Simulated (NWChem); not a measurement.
System meant: CrS₂F₂; SMILES [Cr]([F])(=[S])([F])=[S]

NWChem input:

```
start job
memory heap 200 mb stack 900 mb global 1100 mb
geometry units angstroms noautoz
  Cr     0.000000     0.000000    -0.230270
  S      1.613712     0.000000     0.916390
  S     -1.613712     0.000000     0.916390
  F      0.000000     1.390457    -1.204800
  F      0.000000    -1.390457    -1.204800
end
basis spherical
  * library def2-svp
end
dft
  odft
  mult 2
  xc pbe0
  iterations 150
  mulliken
end
task dft energy
```

End of the output:

```
 Summary of "ao basis" -> "" (spherical)
 ------------------------------------------------------------------------------
       Tag                 Description            Shells   Functions and Types
 ---------------- ------------------------------  ------  ---------------------
 *                          def2-svp                  on all atoms

                                 NWChem DFT Module
                                 -----------------

 Summary of "ao basis" -> "ao basis" (spherical)
 ------------------------------------------------------------------------------
       Tag                 Description            Shells   Functions and Types
 ---------------- ------------------------------  ------  ---------------------
 Cr                         def2-svp                11       31   5s3p2d1f
 S                          def2-svp                 8       18   4s3p1d
 F                          def2-svp                 6       14   3s2p1d

 Summary of "ao basis" -> "ao basis" (spherical)
 ------------------------------------------------------------------------------
       Tag                 Description            Shells   Functions and Types
 ---------------- ------------------------------  ------  ---------------------
 Cr                         def2-svp                11       31   5s3p2d1f
 S                          def2-svp                 8       18   4s3p1d
 F                          def2-svp                 6       14   3s2p1d

      Symmetry analysis of basis
      --------------------------

        a1         37
        a2         12
        b1         24
        b2         22

  number of electrons :                   74
  multiplicity        :                    2
 ------------------------------------------------------------------------
  no. of electrons and multiplicity not compatible                  74
 ------------------------------------------------------------------------
 ------------------------------------------------------------------------
  current input line :
    20: task dft energy
 ------------------------------------------------------------------------
 ------------------------------------------------------------------------
 There is an error in the input file
 ------------------------------------------------------------------------
 For more information see the NWChem manual at https://nwchemgit.github.io

0: no. of electrons and multiplicity not compatible:Received an Error in Communication
```

**Question.** Find the fault in this run and fix the input.

**Answer.** The input was rejected before any calculation. Cause: the multiplicity doesn't fit the number of electrons (an even count wants an odd multiplicity, and the reverse). This input runs:
```
start job
memory heap 200 mb stack 900 mb global 1100 mb
geometry units angstroms noautoz
  Cr     0.000000     0.000000    -0.230270
  S      1.613712     0.000000     0.916390
  S     -1.613712     0.000000     0.916390
  F      0.000000     1.390457    -1.204800
  F      0.000000    -1.390457    -1.204800
end
basis spherical
  Cr library def2-svp
  S library def2-svp
  F library def2-svp
end
dft
  xc pbe0
  iterations 150
  mulliken
end
task dft energy
```
It converges to -2039.36245 Ha (PBE0/def2-SVP).
